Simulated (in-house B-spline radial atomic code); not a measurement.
RPA and G0W0 for Ge2+, [Ar] 3d10 4s2, as one setting changes: the highest l of the empty states. Start: r2SCAN. A dash marks a level of low quasi-particle weight. Computed with a B-spline radial code for spherical atoms: all electrons, scalar-relativistic (spin-free one-electron X2C), finite nucleus, each spin shell either full or empty, empty states to the listed l with an (l + 1/2)⁻⁴ tail; G0W0 by contour deformation at full frequency.

```
highest l of the empty states  RPA summed (Eh)  RPA extrapolated (Eh)  G0W0 level (eV)
                            4          -2.0188                -2.2802        4s -34.49
                            5          -2.1331                -2.2923        4s -34.49
                            6          -2.1884                -2.2835        4s -34.48
                            7                ?                      ?                ?
                            8          -2.2336                -2.2715        4s -34.48
                            9                ?                      ?                ?
                           10           -2.249                -2.2671        4s -34.47
                           11          -2.2529                -2.2661        4s -34.47
```

(1) What belongs in the row for 9?

(2) What belongs in the row for 7?

Results:

(1) RPA summed (Eh): -2.2431; RPA extrapolated (Eh): -2.2687; G0W0 level (eV): 4s -34.47.

(2) RPA summed (Eh): -2.2176; RPA extrapolated (Eh): -2.2772; G0W0 level (eV): 4s -34.48.
